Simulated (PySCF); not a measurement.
Mg(H)(SeH) (H2MgSe), SMILES [MgH][SeH].

Coordinates come from a PBE-D3(BJ)/def2-TZVP optimisation.

Calculation: TDA-CAM-B3LYP/def2-TZVPD (PySCF).

Vertical excitations.  State labels are in the subgroup Cs.

Computed UV-visible absorptions:
```csv
state,symmetry,energy (eV),λ (nm),f,main pairs
S1,A",4.61,269,0.061,HOMO→LUMO 96 %
S2,A",4.99,249,0.001,HOMO→LUMO+1 86 %
S3,A',5.45,227,0.007,"HOMO→LUMO+2 66 %, HOMO−1→LUMO 26 %"
S4,A',5.63,220,0.016,HOMO−1→LUMO+1 89 %
S5,A",5.64,220,0.002,"HOMO→LUMO+4 43 %, HOMO→LUMO+3 31 %, HOMO→LUMO+6 10 %, HOMO→LUMO+1 7 %"
S6,A",5.91,210,0.017,HOMO−1→LUMO+2 92 %
S7,A',6.00,207,0.387,"HOMO−1→LUMO 54 %, HOMO→LUMO+2 21 %"
S8,A",6.82,182,0.014,"HOMO→LUMO+3 52 %, HOMO→LUMO+6 25 %, HOMO→LUMO+5 10 %"
S9,A',6.96,178,0.518,"HOMO−1→LUMO+4 45 %, HOMO−1→LUMO+3 13 %, HOMO−1→LUMO 10 %"
S10,A",6.96,178,0.004,"HOMO→LUMO+5 49 %, HOMO→LUMO+6 42 %"
T1,A",4.27,290,0,HOMO→LUMO 91 %
T2,A',4.72,262,0,HOMO−1→LUMO 83 %
T3,A",4.83,257,0,"HOMO→LUMO+1 61 %, HOMO→LUMO+4 16 %, HOMO→LUMO+3 10 %"
T4,A',5.10,243,0,HOMO→LUMO+2 85 %
```
Triplets are in the Tamm–Dancoff approximation.
